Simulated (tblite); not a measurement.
C7H12NP.
Structure used (GFN2-xTB), in Å, numbered top down from 1:
```xyz
21
C7H12NP angstrom
C     -2.3043    2.0098   -0.2725
C     -2.1531    0.8678   -0.9188
C     -1.7510   -0.4125   -0.2755
P     -0.0411   -0.9251   -0.8431
C      0.1468   -2.3909    0.2746
C      0.9070    0.3235    0.1723
C      2.4136    0.2006   -0.0746
C      3.1308    1.1495    0.7365
N      3.6711    1.9066    1.4014
H     -2.1608    2.0811    0.7938
H     -2.5860    2.9184   -0.7762
H     -2.3008    0.8223   -1.9899
H     -1.7646   -0.3269    0.8146
H     -2.4278   -1.2160   -0.5816
H     -0.5031   -3.1871   -0.0836
H      1.1732   -2.7508    0.2330
H     -0.1124   -2.1462    1.3041
H      0.5648    1.3180   -0.1281
H      0.6843    0.1908    1.2356
H      2.6398    0.3886   -1.1281
H      2.7647   -0.8047    0.1781
```

Computed with GFN2-xTB (tblite): harmonic, unscaled wavenumbers at the GFN2-xTB geometry, gas phase. Against measured fundamentals such values can be off by several per cent, at times by over 20. One conformer, not necessarily the lowest.

Harmonic wavenumbers (cm⁻¹): 39.4, 56.3, 65.4, 74.3, 109.1, 165.2, 173.1, 206.6, 263.3, 292.5, 313.1, 385.4, 414.7, 507.4, 589.6, 700.4, 737.4, 747.8, 751.0, 830.8, 860.7, 878.1, 894.4, 943.3, 954.9, 984.1, 1017.6, 1055.2, 1062.4, 1088.5, 1168.3, 1190.7, 1194.0, 1226.0, 1288.5, 1295.8, 1322.5, 1407.5, 1425.4, 1429.9, 1440.7, 1447.1, 1461.4, 1709.6, 2411.5, 2929.6, 2936.0, 2937.6, 2947.3, 2960.5, 2963.5, 2985.8, 3011.4, 3018.6, 3058.4, 3096.4, 3127.6.

A = 1759, B = 769.4, C = 579.3 MHz; mass 141.071 u (most abundant isotopes); point group C1, symmetry number 1.

Q: Zero-point energy?

A: Half the sum of the wavenumbers: 37277 cm⁻¹ = 106.58 kcal/mol.

Q: What is S at 400 K and 1 bar for an ideal gas of classical rigid rotors and harmonic oscillators?

A: Translation 42.23, rotation 31.27, vibration 50.55: S = 124.1 cal/(mol K).

Q: And Cp and H(400 K) − H(0)?

A: Cp = 54.08 cal/(mol K), of which vibrations give 46.13 (their classical limit is 57 R = 113.3); H(400 K) − H(0) = 13.05 kcal/mol without the zero-point energy, 9.87 from vibrations.

Q: Which modes carry the vibrational entropy at 400 K?

A: 39.4 cm⁻¹: 5.87; 56.3 cm⁻¹: 5.16; 65.4 cm⁻¹: 4.87; 74.3 cm⁻¹: 4.62; 109.1 cm⁻¹: 3.86; 165.2 cm⁻¹: 3.05 cal/(mol K); the other 51 give 23.13 together.

Q: Blend soft modes into free rotors: weight 1/[1 + (100 cm⁻¹/ν̃)⁴] for the oscillator and the rest for a rotor with moment μB/(μ + B), μ = h/(8π²ν), B = 10⁻⁴⁴ kg m². What vibrational entropy results?

A: 45.07 cal/(mol K) in place of 50.55, which changes −T·S at 400 K by +2.19 kcal/mol.

Q: How do the functions run with temperature in this model?

A: 
```json
{"T (K)": "150", "S (cal/(mol K))": "86.0", "Cp (cal/(mol K))": "27.9", "H − H(0) (kcal/mol)": "2.83", "G − H(0) (kcal/mol)": "-10.08", "ln q(vib)": "4.75"}
{"T (K)": "250", "S (cal/(mol K))": "102.6", "Cp (cal/(mol K))": "38.1", "H − H(0) (kcal/mol)": "6.12", "G − H(0) (kcal/mol)": "-19.54", "ln q(vib)": "8.22"}
{"T (K)": "298.15", "S (cal/(mol K))": "109.8", "Cp (cal/(mol K))": "43.4", "H − H(0) (kcal/mol)": "8.08", "G − H(0) (kcal/mol)": "-24.65", "ln q(vib)": "9.80"}
{"T (K)": "600", "S (cal/(mol K))": "149.3", "Cp (cal/(mol K))": "70.6", "H − H(0) (kcal/mol)": "25.62", "G − H(0) (kcal/mol)": "-63.97", "ln q(vib)": "19.04"}
{"T (K)": "900", "S (cal/(mol K))": "181.2", "Cp (cal/(mol K))": "86.7", "H − H(0) (kcal/mol)": "49.40", "G − H(0) (kcal/mol)": "-113.71", "ln q(vib)": "27.35"}
```

q(vib) and H(0) count from the zero-point level.

Q: What must be added to the electronic energy to get the Gibbs energy at 400 K and 1 bar?

A: ZPE + [H(400 K) − H(0)] − T·S = 106.58 + 13.05 − 49.62 = 70.01 kcal/mol.

Hindered rotation and anharmonicity are outside this model. Other conformers, if any are populated, would add a mixing term that is left out. The structure is chiral; the term R ln 2 for an equal mix with its mirror image is left out.

On one thread, Arm Neoverse V2 (aarch64), no GPU, shared host, this took 0.73 s. This covers the Hessian and the dipole derivatives.
